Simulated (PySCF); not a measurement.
An unknown is described by computed data only.

Elements present: B, C, F, H and N. Monoisotopic mass: 127.0780 u.

| Item | Value |
| --- | --- |
| 1H NMR | chemical shifts (computed TMS as zero) by class: 2.50 (9 H) ppm [GIAO B97-2/pcSseg-2] |
| NMR, other nuclei | isotropic shieldings of nuclei other than C and H, by class: 101 (1 B), 198 (1 N), 356 (3 F) ppm [GIAO B97-2/pcSseg-2] |
| 13C NMR | chemical shifts (computed TMS as zero) by class: 48.6 (3 C) ppm [GIAO B97-2/pcSseg-2] |
| Dipole | 6.07 D [B97-2/pcSseg-2] |
| Rotational structure | rotational constants A, B, C: 2.499, 1.770, 1.769 GHz [PBE0-D3(BJ)/def2-TZVP] |

Gas-phase values; electronic properties from PySCF, density fitting. Levels stand in brackets. Geometry: PBE0-D3(BJ)/def2-TZVP; no solvent, vibrations or thermal averaging. NMR values are class means; diastereotopic atoms form classes of their own.

Question: Which formula fits the mass and the elements?

Answer: C3H9BF3N (calculated 127.0780). No other formula that holds each of these elements comes within 0.0003 u with a fitting electron parity and a possible valence count.

Question: What is the compound? Reason from the data.

Answer: Numbering: `[CH3:1][N+:2]([CH3:3])([CH3:4])[B-:5]([F:6])([F:7])[F:8]`. 3 carbons fall into 1 class: N-methyl carbon [C1/C3/C4] (48.6 ppm, 3 C). All hydrogens form one class (2.50 ppm): methyl hydrogen. The other shieldings belong to: 101 ppm, four-coordinate boron [B5]; 198 ppm, nitrogen bonded to B and 3 C [N2]; 356 ppm, boron-bound fluorine [F6/F7/F8]. The optimised geometry has point group C3v and is a prolate symmetric top (the spread among constants that symmetry makes equal is optimisation noise). Structure: trimethylamine trifluoroborane (`C[N+](C)(C)[B-](F)(F)F`). The assignments are read from this structure; whether some other isomer fits the data as well wasn't checked.

Conformer computed: `[CH3:1][N+:2]([CH3:3])([CH3:4])[B-:5]([F:6])([F:7])[F:8]`: C1–N2–B5–F6 179°.
